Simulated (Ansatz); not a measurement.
Consider the formal exchange of groups at the Si–O bond: `C[Si](O)(O)O` + `C/C=C(\N)O` → `C[Si](C)(O)O` + `N/C(O)=C\O`.

Calculated with Ansatz (gas phase, PBE0-D4/def2-TZVP geometries, no zero-point term in ΔE). CBS: MP2 limit from def2 TZ/QZ plus the TZ coupled-cluster correction, frozen cores. Double bonds are as drawn, so ΔE can hold a change between cis and trans. DFT in def2-TZVPP. One conformer a species, not always the lowest.

```csv
level,ΔE (eV)
r2SCAN-D4,1.65
PBE0-D4,1.59
ωB97M-V,1.65
CCSD/def2-TZVPP,1.71
```

Problem. What does CCSD(T)/CBS give? (Best estimate.)

Solution. Computed: +1.70 eV. The listed levels differ from it by -0.05, -0.11, -0.05, 0.01 eV.

Largest T1 diagnostic among the species: 0.012.

From PBE to PBE0 (25 % exact exchange), in def2-TZVPP and without D4, ΔE moves by +0.09 eV. In def2-TZVPP, CCSD(T) changes the Hartree–Fock value by −0.15 eV (the triples alone add −0.03 eV) and MP2 by −0.07 eV.
